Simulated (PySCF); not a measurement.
Start geometry of `C[Si@@H](F)[Se][SiH3]` from a GFN2-xTB structure with every atom displaced at random (by about 0.01 Å) (Å):
```
atom  x, y, z in Å
C1    -2.1924   -0.0670   -0.7824
Si2   -0.9166   -0.1630    0.5742
F3    -0.1683   -1.5766    0.4002
Se4    0.6836    1.4915    0.3325
Si5    2.5924    0.2757    0.1847
H6    -1.7686   -0.2161   -1.7636
H7    -2.9903   -0.7763   -0.6383
H8    -2.6507    0.9501   -0.8118
H9    -1.3979   -0.1868    1.9644
H10    3.6150    1.3133    0.1376
H11    2.5280   -0.5316   -1.0056
H12    2.7054   -0.5416    1.3989
```

Question: What comes out of this run: PBE0-D3(BJ)/def2-SVP geometry optimisation, gas phase in PySCF?

Answer: 
```
atom  x, y, z in Å
C1    -2.1620   -0.0174   -0.7676
Si2   -0.8698   -0.1458    0.5585
F3    -0.0212   -1.5276    0.3397
Se4    0.6258    1.5694    0.4240
Si5    2.4847    0.2462    0.1979
H6    -1.6924   -0.0949   -1.7600
H7    -2.9097   -0.8193   -0.6632
H8    -2.6810    0.9519   -0.7086
H9    -1.4594   -0.2161    1.9228
H10    3.6054    1.2277    0.1249
H11    2.4419   -0.5569   -1.0559
H12    2.6718   -0.6455    1.3760
```

The energy falls by 17.2 kJ/mol over 8 energy and gradient evaluations, the largest force component goes from 0.0284 to 3.1e-04 Eh/bohr, and the atoms move by 0.098 Å rms after alignment. The bond that changes most is Si5–H11 (SiH3 silicon to Si–H hydrogen), which lengthens by 0.050 Å. Bonds longer at the end by more than 0.005 Å: 8 of 11; shorter: 3. Among the angles that change most is Si2–Se4–Si5, from 101.9° to 95.9°. Rotational constants go from 2854, 1304, 989.0 to 2675, 1409, 1021 MHz. The orientation of the end geometry is arbitrary; only internal coordinates are fixed.

The run used 131 basis functions and 48 SCF cycles in all. The run took 76 s wall on an Arm Neoverse V1 with one thread (shared host), and the process peaked at 0.55 GiB of memory.

Whether it is a minimum is left open (no frequencies). One conformer, not necessarily the lowest.
